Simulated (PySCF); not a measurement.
AlH5OP2, SMILES [OH][Al]([PH2])[PH2].

Geometry optimised at B3LYP-D3(BJ)/def2-SVP. The structure was generated by enumeration; whether it is a known compound was not checked. One conformer was computed; it need not be the lowest.

Two levels are set side by side: TDDFT-PBE/def2-SVPD (PySCF) and TDDFT-CAM-B3LYP/def2-SVPD (PySCF). Vertical, same geometry. The lowest singlet is HOMO→LUMO 79 %, HOMO→LUMO+1 16 % with PBE and HOMO→LUMO+1 62 %, HOMO→LUMO 28 % with the other functional; states are paired by order. Differences are taken from unrounded values.

```csv
quantity,TDDFT-CAM-B3LYP,TDDFT-PBE,TDDFT-PBE minus TDDFT-CAM-B3LYP
lowest singlet excitation (eV),5.13,4.59,-0.54
lowest triplet excitation (TDA) (eV),4.41,3.94,-0.48
first bright state (f over 0.05) (eV),5.13,4.73,-0.40
its oscillator strength,0.06,0.06,0.00
```

A lower first singlet is the usual sign of a functional without exact exchange. Differences between two approximate levels are no errors against the true value.

Rough cost on one machine, each run with all the roots and properties that it gave: TDDFT-CAM-B3LYP against TDDFT-PBE about 6 times.
